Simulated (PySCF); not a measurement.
## Basis-set dependence of population analyses: `CB(C)CS`

Compound: C3H9BS.
Structure used (PBE0-D3(BJ)/def2-SVP), in Å, numbered top down from 1:
```
atom  x, y, z in Å
C1    -1.4966   -1.0177    0.1109
B2    -0.3230    0.0189    0.2699
C3    -0.5828    1.5548    0.4254
C4     1.1546   -0.5511    0.2342
S5     2.3798    0.5379    1.0165
H6    -1.4054   -1.5077   -0.8765
H7    -2.5047   -0.5839    0.1771
H8    -1.4096   -1.8353    0.8468
H9    -1.5613    1.8869    0.0481
H10   -0.5855    1.7451    1.5184
H11    0.2203    2.1891    0.0197
H12    1.3710   -0.6353   -0.8504
H13    1.2128   -1.5712    0.6449
H14    3.4820   -0.1873    0.7260
```

PBE0 throughout (PySCF), one geometry, spherical d and f functions. One conformer (not necessarily the lowest) at the PBE0-D3(BJ)/def2-SVP geometry, without solvent, vibrations or thermal averaging. Atoms taken as equivalent share a column and are averaged.

Mulliken charges (e):

```csv
basis,functions,C1/C3,B2,C4,S5,H6 (×6),H12/H13,H14
STO-3G,38,-0.341,+0.336,-0.329,+0.066,+0.079,+0.077,-0.021
6-31G,67,-0.729,+0.699,-0.826,+0.043,+0.179,+0.207,+0.056
pcSseg-0,67,-1.050,+1.123,-1.150,-0.059,+0.242,+0.284,+0.167
6-31G*,92,-0.708,+0.508,-0.656,-0.086,+0.188,+0.208,+0.104
cc-pVDZ,119,-0.132,+0.024,-0.216,-0.126,+0.055,+0.081,+0.086
def2-SVP,119,-0.144,-0.001,-0.227,-0.122,+0.063,+0.094,+0.071
"6-311+G(2d,p)",197,-0.687,+0.490,-0.399,-0.155,+0.166,+0.169,+0.104
aug-cc-pVDZ,200,+0.626,+0.446,+0.253,+0.044,-0.275,-0.205,+0.060
def2-TZVP,215,-0.449,+0.095,-0.237,-0.231,+0.141,+0.142,+0.142
IGLO-III,274,-0.534,+0.443,-0.499,+0.103,+0.127,+0.150,-0.037
cc-pVTZ,280,-0.373,+0.193,-0.229,-0.176,+0.107,+0.112,+0.091
pcSseg-2,313,-0.195,+0.192,-0.179,-0.123,+0.049,+0.073,+0.057
```

IAO charges (e):

```json
{"basis": "STO-3G", "functions": "38", "C1/C3": "-0.522", "B2": "+0.311", "C4": "-0.474", "S5": "+0.069", "H6 (×6)": "+0.141", "H12/H13": "+0.135", "H14": "+0.021"}
{"basis": "6-31G", "functions": "67", "C1/C3": "-0.583", "B2": "+0.354", "C4": "-0.485", "S5": "-0.099", "H6 (×6)": "+0.161", "H12/H13": "+0.167", "H14": "+0.094"}
{"basis": "pcSseg-0", "functions": "67", "C1/C3": "-0.572", "B2": "+0.339", "C4": "-0.492", "S5": "-0.090", "H6 (×6)": "+0.159", "H12/H13": "+0.166", "H14": "+0.098"}
{"basis": "6-31G*", "functions": "92", "C1/C3": "-0.566", "B2": "+0.355", "C4": "-0.479", "S5": "-0.070", "H6 (×6)": "+0.155", "H12/H13": "+0.159", "H14": "+0.078"}
{"basis": "cc-pVDZ", "functions": "119", "C1/C3": "-0.567", "B2": "+0.352", "C4": "-0.477", "S5": "-0.076", "H6 (×6)": "+0.155", "H12/H13": "+0.159", "H14": "+0.087"}
{"basis": "def2-SVP", "functions": "119", "C1/C3": "-0.556", "B2": "+0.346", "C4": "-0.473", "S5": "-0.065", "H6 (×6)": "+0.152", "H12/H13": "+0.156", "H14": "+0.080"}
{"basis": "6-311+G(2d,p)", "functions": "197", "C1/C3": "-0.584", "B2": "+0.357", "C4": "-0.492", "S5": "-0.077", "H6 (×6)": "+0.160", "H12/H13": "+0.165", "H14": "+0.089"}
{"basis": "aug-cc-pVDZ", "functions": "200", "C1/C3": "-0.581", "B2": "+0.356", "C4": "-0.484", "S5": "-0.089", "H6 (×6)": "+0.159", "H12/H13": "+0.164", "H14": "+0.096"}
{"basis": "def2-TZVP", "functions": "215", "C1/C3": "-0.584", "B2": "+0.358", "C4": "-0.495", "S5": "-0.070", "H6 (×6)": "+0.160", "H12/H13": "+0.164", "H14": "+0.086"}
{"basis": "IGLO-III", "functions": "274", "C1/C3": "-0.585", "B2": "+0.357", "C4": "-0.495", "S5": "-0.069", "H6 (×6)": "+0.160", "H12/H13": "+0.164", "H14": "+0.086"}
{"basis": "cc-pVTZ", "functions": "280", "C1/C3": "-0.585", "B2": "+0.357", "C4": "-0.492", "S5": "-0.077", "H6 (×6)": "+0.160", "H12/H13": "+0.165", "H14": "+0.090"}
{"basis": "pcSseg-2", "functions": "313", "C1/C3": "-0.584", "B2": "+0.358", "C4": "-0.494", "S5": "-0.074", "H6 (×6)": "+0.160", "H12/H13": "+0.165", "H14": "+0.088"}
```

Some averages cover members that differ in this geometry, most widely: H6 (×6), Mulliken in aug-cc-pVDZ -0.428 to -0.138; H12/H13, Mulliken in aug-cc-pVDZ -0.310 to -0.099; C1/C3, Mulliken in aug-cc-pVDZ +0.573 to +0.679; C1/C3, Mulliken in pcSseg-2 -0.215 to -0.175 e.

Q: Which scheme is steadiest as the basis changes?

A: Largest range over the bases for any column: IAO 0.17 e, Mulliken 1.68 e. IAO charges move least and Mulliken charges most, counted in e. Without the minimal STO-3G basis the ranges are IAO 0.03, Mulliken 1.68 e.

Q: How much do the charges still move between the two largest bases, cc-pVTZ and pcSseg-2?

A: At most, over all atoms: Mulliken 0.192 e, IAO 0.004 e.

Q: What do the same runs give for the total energy, the frontier levels and the dipole moment?

A: 
| basis | energy (Eh) | HOMO (eV) | LUMO (eV) | μ (D) |
| --- | --- | --- | --- | --- |
| STO-3G | -536.3565 | -3.21 | 2.39 | 1.08 |
| 6-31G | -542.3800 | -6.61 | -0.21 | 2.05 |
| pcSseg-0 | -541.6773 | -6.67 | -0.52 | 2.07 |
| 6-31G* | -542.4344 | -6.53 | -0.25 | 1.81 |
| cc-pVDZ | -542.4699 | -6.50 | -0.39 | 1.61 |
| def2-SVP | -542.2349 | -6.46 | -0.41 | 1.60 |
| 6-311+G(2d,p) | -542.5156 | -6.67 | -0.56 | 1.66 |
| aug-cc-pVDZ | -542.4818 | -6.69 | -0.59 | 1.65 |
| def2-TZVP | -542.5264 | -6.65 | -0.52 | 1.63 |
| IGLO-III | -542.5308 | -6.58 | -0.52 | 1.48 |
| cc-pVTZ | -542.5304 | -6.66 | -0.51 | 1.62 |
| pcSseg-2 | -542.5369 | -6.70 | -0.56 | 1.67 |

The dipole is fixed by the density alone, so its range of 0.99 D shows that the density itself changes with the basis, not only its division among atoms.
